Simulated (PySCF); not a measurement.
Hf(OH)3 (H3HfO3), SMILES [OH][Hf+]([OH])[OH], charge +1, multiplicity 1. Coordinates come from a PBE-D3(BJ)/def2-SVP optimisation. The multiplicity is an assumed one; other spin states were not compared. The isomer is the one that the SMILES or the coordinates give; other isomers of the formula were not compared. The def2 effective core potentials stand for the cores of Hf; spin–orbit coupling is left out. The values are those of a single conformer.

Method: PySCF with PBE-D3(BJ)/def2-SVP.

Harmonic wavenumbers (cm⁻¹): 140, 190, 190, 264, 381, 381, 493, 493, 545, 749, 749, 774, 3785, 3785, 3796. Rotational constants (GHz): 4.843, 4.843, 2.962; symmetry number 3.

Q: Work out the zero-point energy and the ideal-gas rigid-rotor harmonic-oscillator thermochemistry at 298.15 K and 1 atm.

A: ZPE = ½ Σ hcν = ½ × 16714 cm⁻¹ = 23.89 kcal/mol. H − E(el) = 28.69 kcal/mol. Entropy in cal/(mol K): translation 42.19, rotation 23.76, vibration 13.61, total 79.56. G − E(el) = 4.97 kcal/mol. Cp = 24.18 cal/(mol K). Modes under 150 cm⁻¹ make the vibrational entropy uncertain.
